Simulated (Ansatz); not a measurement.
[Te3]2- (Te3²⁻). The state is a triplet with charge -2. Geometry B3LYP-D4/def2-SVPD, that of the charge -2 singlet; atoms count from 1.

```csv
atom,x (Å),y (Å),z (Å)
Te1,-1.8689,-1.5607,0.0753
Te2,0.5676,-0.3088,0.7883
Te3,1.3013,1.8695,-0.8636
```

In the def2 sets Te takes a core potential; there is no spin–orbit coupling. A multiply charged anion in the gas phase is held together partly by the finite basis. Removing one electron lowers the energy by 1.56 eV at PBE0-D4/def2-TZVPD, so it isn't bound. The highest occupied level of the charge -2 triplet lies above zero (up to 3.47 eV). By energy differences it is unbound by 2.36 eV (vertical, to the charge -1 doublet, at PBE0-D4/def2-TZVPD) and held by the finite basis. At PBE0-D4/def2-TZVPD a singlet of charge -2 lies 0.80 eV below the triplet at the same geometry.

(1) Estimate the Mulliken populations from the PBE0/def2-TZVPD orbitals of Ansatz.

(2) Where does the spin sit?

(3) And the Mayer bond orders between bonded heavy atoms (over 0.3)?

## Answers

(1) 
| atom | charge (e) | spin (α − β) |
| --- | --- | --- |
| Te1 | -1.00 | 0.74 |
| Te2 | -0.01 | 0.52 |
| Te3 | -1.00 | 0.74 |
Mulliken values and Mayer orders depend strongly on the basis. With diffuse functions, as here, like atoms can get unlike values, and bond orders can come out too low or too high.

(2) Summed by element: Te 2.00, of 2 unpaired in all. Largest on single atoms: Te1 0.74, Te3 0.74, Te2 0.52.

(3) Te1–Te2 0.77 (2.83 Å); Te2–Te3 0.77 (2.83 Å). Values over 0.3 also appear between atoms too far apart for a bond (Te1–Te3 0.55 at 4.76 Å); they arise where an orbital or an unpaired electron spreads over both atoms.
